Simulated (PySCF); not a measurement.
# Unknowns

A single conformation, fast rotation and ring inversion assumed for equivalent nuclei, relativity neglected, no solvent model. Shielding tensors at PBE0/pcSseg-1 (GIAO); coordinates at the GFN2-xTB level; PySCF.

Referencing at the same level of theory: $^{1}$H and $^{13}$C vs TMS. Splittings of carbon signals by F and P are missing where no couplings were computed. Where no couplings were computed, multiplicities follow the n + 1 count of equivalent neighbours, and m marks all less simple cases (inequivalent or close neighbours, rings, F or P nearby). Acid and N–H amide carbonyl carbons lie up to 10 ppm further downfield in solution (hydrogen bonding). Shifts are as computed. Against solution values, carbons near 30 ppm lie about +3 ppm off and those near 130 ppm about +5 ppm; carbons on Cl a further +6 ppm. Of 1211 compounds with measured shifts, 218 miss one by over three times the rms of a fit or turn the order of signals round; such compounds aren't used in these exercises. Carbons bonded to Cl come out too deshielded. OH and NH positions are gas-phase values without hydrogen bonding to other molecules.

Question: C$_{5}$H$_{6}$ClFO$_{2}$. $^{1}$H NMR (500 MHz, computed): δ 3.82 (m, 1H), 3.46 (s, 3H), 2.11 (m, 1H), 1.94 (m, 1H). $^{13}$C{$^{1}$H} NMR (computed): δ 179.3 (C), 83.4 (C), 75.0 (CH), 61.9 (CH3), 30.2 (CH2). Give a structure.

Answer: `F[C@@]1(C(=O)Cl)[C@H](OC)C1`. Rings plus π bonds: 2 (1 ring in the answer). 5 carbon signals for 5 carbons: no two carbons are equivalent. Carbon types of the structure: 2 × C, 1 × CH, 1 × CH2, 1 × CH3, which accounts for all hydrogens. δC 179.3: carbonyl carbon. δC 83.4, 75.0, 30.2: three-membered-ring carbon. δC 61.9: methyl carbon bonded to O; pulled downfield by the heteroatom. δH 3.46: hydrogen on a methyl carbon bonded to O; its carbon carries O, hence the downfield position.

The shifts were computed for this structure.

Question: C$_{5}$H$_{6}$ClFO$_{2}$. $^{1}$H NMR (500 MHz, computed): δ 7.10 (m, 1H), 6.60 (br s, 1H), 5.77 (m, 1H), 5.76 (m, 1H), 5.32 (m, 1H), 4.53 (m, 1H). $^{13}$C{$^{1}$H} NMR (computed): δ 172.6 (C), 142.0 (CH), 130.1 (CH2), 91.9 (CH), 65.1 (CH). Identify the compound.

Answer: `C=C[C@@H](Cl)[C@H](F)C(=O)O`. The formula gives 2 degrees of unsaturation (no ring in the answer). 5 carbon signals for 5 carbons: no two carbons are equivalent. Carbon types of the structure: 1 × C, 3 × CH, 1 × CH2, leaving 1 H on heteroatoms. δC 172.6: carboxylic acid carbon; it is a carbonyl in resonance with an O or N lone pair, the region of acids, esters and amides. δC 142.0: alkene CH; an sp2 carbon of a C=C bond. δC 130.1: terminal =CH2 carbon; as expected for a trigonal carbon in a double bond. δC 91.9: sp3 CH bonded to F, α to a carbonyl; pulled downfield by the heteroatom.

The shifts were computed for this structure.
